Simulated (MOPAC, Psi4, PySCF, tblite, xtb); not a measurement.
Dimer O2S ··· H6Si2 (SMILES O=S=O and [SiH3][SiH3]) at R = 3.50 Å between the centres of mass, closest contact 2.29 Å (a higher rigid-body minimum at GFN2-xTB). Geometry in Å and degrees:

```
Si
H 1 1.4832
H 1 1.4832 2 108.63
H 1 1.4832 2 108.63 3 118.00
S 4 2.2860 1 132.22 2 163.40
O 5 1.4386 4 92.76 1 6.08
O 5 1.4386 6 118.87 4 97.93
Si 1 2.3443 2 110.30 3 -121.00
H 8 1.4832 1 110.30 2 -60.00
H 8 1.4832 9 108.63 1 -121.00
H 8 1.4832 9 108.63 10 -118.00
```

GFN2-xTB (tblite); SAPT0/jun-cc-pVDZ, frozen core (Psi4); revPBE/def2-TZVP, counterpoise-corrected (Psi4); revPBE-D3(BJ)/def2-TZVP, counterpoise-corrected (Psi4); PBE/def2-TZVP, counterpoise-corrected (Psi4); PBE-D3(BJ)/def2-TZVP, counterpoise-corrected (Psi4); HF/aug-cc-pVDZ, counterpoise-corrected (Psi4); MP2/aug-cc-pVDZ = DF-MP2/aug-cc-pVDZ, frozen core, counterpoise-corrected (Psi4); SCS-MP2/aug-cc-pVDZ = DF-SCS-MP2/aug-cc-pVDZ, frozen core, counterpoise-corrected (Psi4); PM3, restricted, heats of formation (MOPAC); AM1, restricted, heats of formation (MOPAC); GFN1-xTB (xtb); RKS-B3LYP/6-31G* = restricted B3LYP/6-31G*, spherical d, no counterpoise correction (PySCF); RKS-LDA (SVWN5)/6-31G* = restricted LDA (SVWN5)/6-31G*, spherical d, no counterpoise correction run with PySCF; RHF/LANL2DZ = restricted Hartree-Fock/LANL2DZ, with its core potentials past Ne, no counterpoise correction (PySCF); RKS-M06-2X/6-31G* = PySCF with restricted M06-2X/6-31G*, spherical d, no counterpoise correction.

### Question
What interaction energy does each level give?

### Answer

```tsv
method	E_int / kcal/mol
GFN1-xTB	-8.82
GFN2-xTB	-5.30
RKS-LDA (SVWN5)/6-31G*	-2.86
PBE-D3(BJ)/def2-TZVP	0.12
RKS-M06-2X/6-31G*	0.46
revPBE-D3(BJ)/def2-TZVP	0.48
AM1	2.01
SAPT0/jun-cc-pVDZ	2.12
PBE/def2-TZVP	2.40
PM3	2.43
MP2/aug-cc-pVDZ	3.19
RKS-B3LYP/6-31G*	3.66
SCS-MP2/aug-cc-pVDZ	4.37
revPBE/def2-TZVP	5.38
RHF/LANL2DZ	5.65
HF/aug-cc-pVDZ	6.85
```
